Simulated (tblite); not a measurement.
All values are computed: GFN2-xTB (tblite) harmonic vibrations without scaling, gas phase. Errors from tens to a few hundred cm⁻¹ against measured bands are possible. One conformer each. Open shells enter through the occupations alone, without spin polarisation, and single modes of such species can be off by tens of per cent. Thermal functions are those of the rigid rotor and harmonic oscillator, without mixing of conformers.

Question: Order these by their ideal-gas entropy at 500 K and 1 bar, highest first (cal/(mol K)).
A. `N#C[C@@H]1/C=C\C[C@@H](F)/C=C\C1`
B. `O=C(NCCCC#C)C`
C. `COCc1cccn1C`
D. `C#CC1=C(Cl)OC=C1`
E. `C(=C/CCO)/C#[C]` [radical]

Answer: B (131.2), A (125.1), C (119.1), E (109.7), D (101.7).

```
                          SMILES  atoms  mass (u)  symmetry number  modes under 300 cm⁻¹  ZPE (kcal/mol)  S translation (cal/(mol K))  S rotation  S vibration  S spin      S    Cp
                   C#CCCCNC(C)=O     20    125.08                1                     8           103.2                         43.0        31.2         57.1     0.0  131.2  58.9
N#C[C@@H]1/C=C\C[C@@H](F)/C=C\C1     21    151.08                1                     7           104.6                         43.5        31.6         50.0     0.0  125.1  62.8
                     COCc1cccn1C     20    125.08                1                     7           104.8                         43.0        30.4         45.8     0.0  119.1  56.5
                   [C]#C/C=C\CCO     14     95.05                1                     5            67.6                         42.2        29.6         36.6     1.4  109.7  42.3
                    C#Cc1ccoc1Cl     11    125.99                1                     4            42.4                         43.0        30.3         28.4     0.0  101.7  38.6
```

Entropies and Cp are for 500 K and 1 bar.
